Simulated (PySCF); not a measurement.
isocyanic acid (CHNO), SMILES N=C=O. Atoms are numbered in the order given.

```xyz
4

N     -0.1225    -1.1550     0.0000
C      0.0194     0.0448     0.0000
O      0.0148     1.2056     0.0000
H      0.6225    -1.8285     0.0000
```
Charge 0, spin multiplicity 1.

The structure is a stationary point at PBE0-D3(BJ)/def2-TZVP.

Two levels are set side by side: PBE/pcSseg-2 (PySCF) and HF/pcSseg-2 (PySCF). GIAO shifts against H2O (¹⁷O), NH3 (¹⁵N), TMS (¹H), TMS (¹³C) at the same level; non-relativistic, no solvent, atoms listed together averaged. Differences are taken from unrounded values.

```tsv
quantity	HF	PBE	PBE minus HF
δ(¹⁵N) of N1 (ppm)	24.3	34.2	9.9
δ(¹³C) of C2 (ppm)	149.8	134.2	-15.6
δ(¹⁷O) of O3 (ppm)	140.8	153.0	12.1
δ(¹H) of H4 (ppm)	3.68	2.48	-1.19
```

Rough cost on one machine, each run with all the roots and properties that it gave: HF against PBE within a factor of 2.
